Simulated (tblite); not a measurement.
Compound: FH₉OSi₄.
Atom-mapped SMILES: `[F:1][Si@@H:2]([SiH3:3])[SiH2:4][O:5][SiH3:6]` (hydrogens: H7 on Si2; H8, H9, H10 on Si3; H11, H12 on Si4; H13, H14, H15 on Si6)

Structure optimised with GFN2-xTB, isolated species.

(1) What internal coordinates does the optimisation give?

Results:

(1) 
```csv
bond,length (Å)
F1–Si2,1.635
Si2–Si3,2.323
Si2–Si4,2.300
Si4–O5,1.629
O5–Si6,1.616
Si2–H7,1.474
"Si3–H8, Si3–H9, Si3–H10",1.468
Si4–H11,1.470
Si4–H12,1.470
"Si6–H13, Si6–H14, Si6–H15",1.461
```

Bonds in one row agree within 0.01 Å and their mean is given. A selection of angles:
```csv
angle,degrees
F1–Si2–Si3,107.4
F1–Si2–Si4,105.3
F1–Si2–H7,98.7
Si3–Si2–Si4,118.9
Si3–Si2–H7,110.9
Si4–Si2–H7,113.2
Si2–Si3–H8,110.7
Si2–Si3–H9,114.0
H8–Si3–H9,106.6
H8–Si3–H10,106.3
Si2–Si4–O5,100.8
Si2–Si4–H11,119.1
Si2–Si4–H12,116.7
O5–Si4–H11,106.3
O5–Si4–H12,106.8
H11–Si4–H12,106.0
Si4–O5–Si6,158.5
O5–Si6–H13,108.2
O5–Si6–H15,103.5
H13–Si6–H14,111.4
H13–Si6–H15,112.7
```

Torsions: F1–Si2–Si4–O5 -165° (antiperiplanar); Si2–Si4–O5–Si6 167° (antiperiplanar).

Si3 (SiH3 silicon) is distorted tetrahedral (angles from 106.0° to 114.0°). Si2 (fluorine-bound silicon) is distorted tetrahedral (angles from 98.7° to 118.9°). Si6 (oxygen-bound silicon) is distorted tetrahedral (angles from 103.5° to 112.7°). Si4 (oxygen-bound silicon) is distorted tetrahedral (angles from 100.8° to 119.1°). The Si–Si distances run from 2.300 Å (Si2–Si4, drawn single) to 2.323 Å (Si2–Si3, drawn single), a spread of 0.023 Å.

Point group: C1 (no symmetry element, even within 0.4 Å). GFN2-xTB frequencies show an imaginary mode (34i cm⁻¹), so the point is no minimum at that level.

These are computed values.
